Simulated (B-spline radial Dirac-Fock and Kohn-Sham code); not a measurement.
Calculated with an atomic code on a B-spline grid, using the Dirac equation of a negative muon with reduced mass in the field of a spherical finite nucleus, with the Uehling potential to all orders; nuclear polarisation, deformation, hyperfine structure, self-energy, higher-order vacuum polarisation, relativistic recoil and electron screening are left out. The nuclear charge is a Fermi distribution (skin thickness 2.3 fm).

Problem. A muonic atom of atomic mass 43.96 u emits these computed lines: 2p3/2 → 1s1/2 931.6 keV, 3d5/2 → 2p3/2 189.9 keV, 4f7/2 → 3d5/2 66.27 keV, 5g9/2 → 4f7/2 30.62 keV. Which element is it, and what rms charge radius was used?

Solution. Titanium (Z = 22, nuclide ⁴⁴Ti); the high transitions hardly feel the nucleus and fix Z. The 2p → 1s line lies 95.28 keV below the value for a point nucleus without QED, which for this nuclear model gives a radius near 3.61 fm (3.6115 fm was used).
